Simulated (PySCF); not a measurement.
CH₅NOZn.

```xyz
9

Zn     0.0568    -0.4087     0.0000
O      0.5070     1.3049     0.0000
C     -0.3504     2.3927     0.0000
H     -1.0132     2.4415    -0.8906
H      0.2371     3.3306     0.0000
H     -1.0132     2.4415     0.8906
N     -0.1097    -2.2134     0.0000
H     -0.5504    -2.6278     0.8181
H     -0.5504    -2.6278    -0.8181
```

Geometry: PBE0-D3(BJ)/def2-SVP. The structure was generated by enumeration; whether it is a known compound was not checked. One conformer was computed; it need not be the lowest.

All values below come from PySCF with PBE/pcSseg-1. Non-relativistic, no solvent.

Computed absolute GIAO shielding of each atom: isotropic value and principal components (ppm):
| atom | σ(iso) | σ11 | σ22 | σ33 | span |
|---|---|---|---|---|---|
| Zn1 | 1541.8 | 1075.0 | 1121.9 | 2428.5 | 1353.5 |
| O2 | 307.7 | 209.9 | 316.1 | 397.0 | 187.1 |
| C3 | 119.4 | 88.9 | 89.8 | 179.4 | 90.5 |
| H4 | 26.8 | 22.2 | 24.1 | 34.1 | 11.9 |
| H5 | 27.2 | 23.2 | 24.1 | 34.2 | 11.0 |
| H6 | 26.8 | 22.2 | 24.1 | 34.1 | 11.9 |
| N7 | 283.9 | 243.0 | 301.6 | 307.2 | 64.2 |
| H8 | 32.0 | 23.7 | 26.7 | 45.8 | 22.1 |
| H9 | 32.0 | 23.7 | 26.7 | 45.8 | 22.1 |
